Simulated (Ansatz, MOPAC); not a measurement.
Reaction (SMILES): C=CC[SiH3] [prop-2-enylsilane] -> C=[C-]C[SiH3] + H+

Wanted: gas-phase deprotonation energy (enthalpy at 298 K), in kcal/mol. Conventions: non-relativistic; valence correlation only; six Cartesian d functions in 6-31G* and its kin unless marked 5d; dispersion terms only where a functional's name holds one; spin-orbit terms left out. CBS(X,Y): correlation extrapolated as X^-3; Hartree-Fock from the larger set. Ab initio and DFT rows: single points at B3LYP-D3(BJ) geometries (Ansatz, an electronic-structure program), with unscaled harmonic terms from B3LYP/6-31G* (Ansatz) at its own minima. Semi-empirical rows: MOPAC heats of formation at their own minima for 298 K, the proton's as measured. Anions need diffuse functions, which STO-3G, LANL2DZ, def2-SVP, cc-pVDZ and Pople sets without + lack.

| species | coefficient | E at HF/6-31G* (Ansatz), Eh | E at PBE0/def2-TZVPD (Ansatz), Eh | H(298 K) - E, kcal/mol | heat of formation at MNDO (MOPAC), kcal/mol |
|---|---|---|---|---|---|
| C=CC[SiH3] | -1 | -407.14712 | -408.37257 | 64.30 | 2.21 |
| C=[C-]C[SiH3] | +1 | -406.46646 | -407.72410 | 53.99 | 38.02 |
| H+ | +1 | 0.00000 | 0.00000 | 1.48 | 365.69 |

Coupled cluster (Ansatz) is a level with limits of its own, used here on species with T1 under 0.025 (0.045 for open shells) and stable references: CCSD(T)/CBS(aug-cc-pV(T+d)Z,aug-cc-pV(Q+d)Z). Value to compare with, CCSD(T)/CBS(aug-cc-pV(T+d)Z,aug-cc-pV(Q+d)Z) (Ansatz): 397.3 kcal/mol. 1 Eh = 627.5095 kcal/mol.

### Question
Work the quantity out at each level, and compare with CCSD(T)/CBS(aug-cc-pV(T+d)Z,aug-cc-pV(Q+d)Z) (Ansatz).

### Answer

- HF/6-31G*: the sum of coefficient times E is 0.68066 Eh, or 427.12 kcal/mol; the thermal terms add -8.83. Result: 418.3 kcal/mol. Its difference against CCSD(T)/CBS(aug-cc-pV(T+d)Z,aug-cc-pV(Q+d)Z) (Ansatz) is 21.0 kcal/mol.
- PBE0/def2-TZVPD: the sum of coefficient times E is 0.64847 Eh, or 406.92 kcal/mol; the thermal terms add -8.83. Result: 398.1 kcal/mol. Its difference against CCSD(T)/CBS(aug-cc-pV(T+d)Z,aug-cc-pV(Q+d)Z) (Ansatz) is 0.8 kcal/mol.
- MNDO: the sum of coefficient times heat of formation is 401.50 kcal/mol; it needs no thermal term. Its difference against CCSD(T)/CBS(aug-cc-pV(T+d)Z,aug-cc-pV(Q+d)Z) (Ansatz) is 4.2 kcal/mol.
